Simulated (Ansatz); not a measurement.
`[F][Sn]([F])([SiH3])[Cl]` + HCl → `[F][Sn]([SiH3])([Cl])[Cl]` + H–F  (ligand exchange at the Sn–F bond)

Isolated molecules relaxed with PBE0-D4/def2-TZVP in Ansatz; ΔE leaves out vibrations. CBS: MP2 limit from def2 TZ/QZ plus the TZ coupled-cluster correction, frozen cores. This one scheme is used for every species. Functionals use def2-TZVPP. def2 core potentials past Kr. For Sn outer-core shells are correlated without core-valence functions, which leaves a few kJ/mol of doubt a bond.

| level | ΔE (eV) |
| --- | --- |
| revPBE-D4 | -0.33 |
| B97M-V | -0.26 |
| B2PLYP | -0.29 |
| PBE | -0.29 |
| BLYP | -0.19 |
| MP2/def2-SVP | -0.29 |
| CCSD/def2-TZVPP | -0.34 |
| MP2/def2-QZVPP | -0.42 |

(1) What does CCSD(T)/CBS give? (An estimate is asked.)

Largest T1 diagnostic among the species: 0.014.

## Answers

(1) Computed: -0.37 eV. The listed levels differ from it by 0.04, 0.11, 0.08, 0.08, 0.18, 0.08, 0.03, -0.05 eV.

Leaving LDA and LC-ωPBE aside and taking each functional with its dispersion term where it has one, the values, not all of them listed here, spread over 0.14 eV, from PBE-QIDH to B97M-V. LDA lies −0.05 eV from PBE without D4. The D4 term adds −0.06 eV with B3LYP and −0.04 eV with PBE0; it sums over pairs of atoms, weighted by their polarisabilities, and B3LYP, whose exchange is more repulsive, gets the larger term. At CCSD(T), def2-SVP lies +0.09 eV from the extrapolated value and def2-TZVPP +0.03 eV.

B3LYP here is the variant with VWN-RPA as its local correlation; programs differ in this.
